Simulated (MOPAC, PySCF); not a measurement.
[Cd(NH2)(H)], neutral singlet in the gas phase. 

Cartesian coordinates (Å):
```xyz
5

Cd    -0.1261    -0.0684     0.1438
N      0.0162     1.9158     0.4193
H      0.1945     2.2217     1.3763
H     -0.7715     2.4703     0.0823
H     -0.1259    -1.6853    -0.1671
```
Charge 0, multiplicity 1.

All levels are single points at this geometry (r2SCAN-D4/def2-SVP); Pople sets use spherical d functions. Orbital energies aren't observables, and empty levels follow the basis.

| level | HOMO (eV) | LUMO (eV) | gap (eV) | dipole (D) | vertical IE, Delta-SCF (eV) |
|---|---|---|---|---|---|
| B3LYP-D3(BJ)/def2-TZVP in PySCF | -6.39 | -0.71 | 5.67 | 1.06 | – |
| TPSSh-D3(BJ)/def2-TZVP in PySCF | -5.86 | -0.64 | 5.21 | 1.04 | – |
| B3LYP/6-311+G** (LANL2DZ on Cd) in PySCF | -6.29 | -0.68 | 5.61 | 1.19 | – |
| B3LYP/6-31G* (LANL2DZ on Cd) in PySCF | -5.92 | -0.58 | 5.34 | 1.20 | 8.67 |
| BP86/6-31G* (LANL2DZ on Cd) in PySCF | -4.92 | -0.92 | 4.00 | 1.18 | – |
| PBE/6-31G* (LANL2DZ on Cd) in PySCF | -4.80 | -0.88 | 3.93 | 1.18 | 8.59 |
| SVWN5/6-31G* (LANL2DZ on Cd) in PySCF | -4.99 | -1.06 | 3.93 | 1.24 | 8.90 |
| HF/6-31G* (LANL2DZ on Cd) in PySCF | -9.69 | 1.51 | 11.19 | 1.34 | 7.32 |
| PM3 in MOPAC | -7.45 | 2.16 | 9.61 | 3.48 | – |
